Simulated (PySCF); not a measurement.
**Correlation energy of Rh(2+) (rhodium, charge +2)**

[Kr] 4d6 5s1, 5s spin antiparallel (an excited configuration). All numbers are calculated (PySCF 2.14, scalar relativity through the core potential, in def2-QZVPPD with the def2 core potential (28 electrons) (7s5p4d4f2g, 88 functions)). Frozen: 4s2 4p6; 7 electrons correlated.

MP2 pair energies summed by pair of shells (mhartree):

```
 pair   energy  share (%)
4d-4d  -113.04       75.5
4d-5s   -36.64       24.5
```

Total MP2 correlation energy: -149.68 mhartree.

Same-spin part -70.10 and opposite-spin part -79.58 mhartree; SCS-MP2 scales them by 1/3 and 6/5 to -118.87 mhartree.
